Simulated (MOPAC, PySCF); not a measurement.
CH4B2, SMILES `B=BC`, neutral singlet in the gas phase. 

Cartesian coordinates (Å):
```xyz
7

B      1.9508    -0.0953    -0.0193
B      0.4342     0.0513     0.0518
C     -1.0802     0.1114     0.1388
H      3.1201    -0.2098    -0.0743
H     -1.5890     0.3812    -0.7900
H     -1.4751     0.6979     0.9721
H     -1.3609    -0.9366     0.3454
```
Charge 0, multiplicity 1.

All levels are single points at this geometry (PBE0-D3(BJ)/def2-TZVP); Pople sets use spherical d functions. Orbital energies aren't observables, and empty levels follow the basis.

```json
[
 {"level": "ωB97X-D3(BJ)/def2-TZVP in PySCF", "HOMO (eV)": "-7.51", "LUMO (eV)": "-1.14", "gap (eV)": "6.37", "dipole (D)": "1.32", "vertical IE, Delta-SCF (eV)": "7.54"},
 {"level": "B3LYP/3-21G in PySCF", "HOMO (eV)": "-4.81", "LUMO (eV)": "-3.43", "gap (eV)": "1.38", "dipole (D)": "1.37", "vertical IE, Delta-SCF (eV)": "–"},
 {"level": "B3LYP/6-31G* in PySCF", "HOMO (eV)": "-4.59", "LUMO (eV)": "-3.17", "gap (eV)": "1.41", "dipole (D)": "1.20", "vertical IE, Delta-SCF (eV)": "7.27"},
 {"level": "BP86/6-31G* in PySCF", "HOMO (eV)": "-3.87", "LUMO (eV)": "-4.15", "gap (eV)": "-0.28", "dipole (D)": "1.32", "vertical IE, Delta-SCF (eV)": "–"},
 {"level": "M06-2X/6-31G* in PySCF", "HOMO (eV)": "-5.80", "LUMO (eV)": "-1.98", "gap (eV)": "3.82", "dipole (D)": "1.11", "vertical IE, Delta-SCF (eV)": "–"},
 {"level": "PBE/6-31G* in PySCF", "HOMO (eV)": "-3.68", "LUMO (eV)": "-4.15", "gap (eV)": "-0.47", "dipole (D)": "1.46", "vertical IE, Delta-SCF (eV)": "–"},
 {"level": "HF/3-21G in PySCF", "HOMO (eV)": "-7.17", "LUMO (eV)": "0.60", "gap (eV)": "7.77", "dipole (D)": "1.23", "vertical IE, Delta-SCF (eV)": "–"},
 {"level": "HF/6-31G* in PySCF", "HOMO (eV)": "-7.00", "LUMO (eV)": "0.97", "gap (eV)": "7.97", "dipole (D)": "1.04", "vertical IE, Delta-SCF (eV)": "6.13"},
 {"level": "PM7 in MOPAC", "HOMO (eV)": "-7.83", "LUMO (eV)": "-1.31", "gap (eV)": "6.52", "dipole (D)": "1.59", "vertical IE, Delta-SCF (eV)": "–"}
]
```
